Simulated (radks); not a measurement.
Sb IV, 48 electrons, occupied as [Ar] 3d10 4s2 4p5.75 4d10 5s2 4f0.25 (fractional occupations, a model configuration). Method: scalar-relativistic Kohn-Sham, BLYP, spin-polarised, spherical densities, point nucleus; open shells are filled with parallel spins first (spin-orbit coupling, left out, can overturn this in heavy ions); computed with a radial shooting solver on a logarithmic mesh with Libxc functionals.

X-ray form factor f0, the Fourier transform of the density (f0(0) = 48):

| sin(theta)/lambda (1/angstrom) | f0 (electrons) |
|---|---|
| 0.05 | 47.408 |
| 0.1 | 45.810 |
| 0.15 | 43.553 |
| 0.2 | 40.946 |
| 0.25 | 38.227 |
| 0.3 | 35.559 |
| 0.4 | 30.723 |
| 0.5 | 26.750 |
| 0.6 | 23.640 |
| 0.8 | 19.431 |
| 1 | 16.678 |
| 1.25 | 13.854 |
| 1.5 | 11.314 |
| 2 | 7.630 |
